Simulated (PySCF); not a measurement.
Computed shifts of a molecule CH7FOSi2, PBE/pcSseg-1 (PySCF), GIAO, gas phase, atoms alike by connectivity averaged where their shifts nearly agree, in ppm (number of nuclei): ¹³C: 57.5 (1). ²⁹Si: 12.8 (1), -74.2 (1). ¹⁹F: -280.2 (1). ¹H: 6.22 (2), 4.56 (1), 4.36 (1), 4.32 (1), 4.27 (1), -0.40 (1). References: ¹⁷O against H2O (σ = 334.3 ppm); ¹³C against TMS (σ = 182.0 ppm); ²⁹Si against TMS (σ = 335.4 ppm); ¹⁹F against CFCl3 (σ = 133.6 ppm); ¹H against TMS (σ = 31.49 ppm), references at their B3LYP-D3(BJ)/def2-TZVP geometries, non-relativistic. Coordinates come from a PBE0-D3(BJ)/def2-SVP optimisation. The values are those of a single conformer.

Task: Pick the molecule that these values belong to.
(A) OC[SiH2][SiH2]F
(B) O[Si@@H](F)C[SiH3]
(C) OC[Si@H](F)[SiH3]
(D) O[SiH2][C@H](F)[SiH3]

Result: A, OC[SiH2][SiH2]F
